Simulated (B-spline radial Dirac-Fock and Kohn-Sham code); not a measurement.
**Elastic and transport cross sections of iron for electrons**

Method: relativistic (Dirac) partial waves in the static field of the Dirac-Fock atom with Furness-McCarthy exchange, without polarisation or absorption potentials. Computed with an atomic code on a B-spline grid. σ_tr1 and σ_tr2 weight the cross section with 1 − P₁ and 1 − P₂ of cos θ; "backward" is the share scattered beyond 90°.

| energy (eV) | σ (a₀²) | σ_tr1 (a₀²) | σ_tr2 (a₀²) | σ/σ_tr1 | backward (%) |
| --- | --- | --- | --- | --- | --- |
| 100000 | 0.227 | 0.000630 | 0.00162 | 360 | 0.019 |
| 102000 | ? | ? | ? | ? | ? |
| 103000 | 0.222 | 0.000599 | 0.00154 | 370 | 0.018 |
| 104000 | 0.220 | 0.000589 | 0.00152 | 374 | 0.018 |
| 107000 | 0.216 | 0.000562 | 0.00145 | 384 | 0.017 |
| 128000 | 0.190 | 0.000415 | 0.00108 | 458 | 0.014 |
| 129000 | 0.189 | 0.000410 | 0.00107 | 462 | 0.014 |
| 145000 | 0.175 | 0.000337 | 0.000881 | 519 | 0.012 |
| 200000 | 0.143 | 0.000199 | 0.000526 | 722 | 0.0073 |
| 300000 | 0.116 | 0.000104 | 0.000279 | 1120 | 0.0040 |

Q: Fill in the row for 102 keV.

A: σ = 0.223 a₀², σ_tr1 = 0.000609 a₀², σ_tr2 = 0.00157 a₀², σ/σ_tr1 = 367, backward 0.019 %. The ratio σ/σ_tr1 is roughly the number of elastic collisions that randomise the direction.
